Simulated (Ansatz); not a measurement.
Two isomers of CH7BO2Si: A = `OCOB[SiH3]`, B = `OCBO[SiH3]`.

Isolated molecules relaxed with PBE0-D4/def2-TZVP in Ansatz; ΔE leaves out vibrations. CCSD(T)/CBS is the MP2 limit (def2-TZVPP, def2-QZVPP) plus CCSD(T) − MP2 in def2-TZVPP, frozen cores. DFT in def2-TZVPP. B3LYP here is the variant with VWN-RPA as its local correlation; programs differ in this. Each species was taken in one conformer, which may not be the lowest.

A:

```xyz
12

O     1.7607    0.2212    0.3569
C     0.8046    0.1398    1.3543
O    -0.3317    0.9415    1.0698
B    -1.0982    0.7059   -0.0177
Si   -0.7883   -0.7699   -1.3831
H     2.1373    1.1067    0.3560
H     0.5130   -0.9101    1.4194
H     1.1775    0.4898    2.3206
H    -2.0053    1.4805   -0.1596
H    -0.0149   -1.9398   -0.8810
H    -0.0560   -0.1946   -2.5474
H    -2.0984   -1.2709   -1.8881
```

B:

Z-matrix (Å, degrees):
```
C
B 1 1.568
O 1 1.415 2 111.4
H 1 1.103 2 108.1 3 123.3
H 1 1.103 2 107.9 3 -123.2
O 2 1.354 1 117.8 3 -179.5
H 2 1.203 1 122.0 3 0.5
H 3 0.959 1 108.7 2 -180.0
Si 6 1.654 2 132.1 1 179.9
H 9 1.482 6 108.1 2 121.7
H 9 1.483 6 108.2 2 -119.6
H 9 1.485 6 110.3 2 1.0
```

Question: Which is lower in electronic energy at CCSD(T)/CBS, and by how much? (An estimate is asked.)

Answer: Computed: B, by 36.6 kcal/mol.

Question: Give E(B) − E(A) in kcal/mol with B2PLYP, CCSD(T)/def2-TZVPP, MP2/def2-TZVPP, ωB97M-V, B3LYP, PBE-D4, PBE0-D4. (An estimate is asked.)

Answer: Ansatz gave: B2PLYP -37.2, CCSD(T)/def2-TZVPP -35.3, MP2/def2-TZVPP -38.0, ωB97M-V -36.2, B3LYP -36.7, PBE-D4 -30.4, PBE0-D4 -33.0. None reverses the order clearly.

Largest T1 diagnostic: 0.014.

From PBE to PBE0 (25 % exact exchange), in def2-TZVPP and without D4, E(B) − E(A) moves by −2.4 kcal/mol. In def2-TZVPP, CCSD(T) changes the Hartree–Fock value by +6.2 kcal/mol (the triples alone add +1.3 kcal/mol) and MP2 by +3.4 kcal/mol.
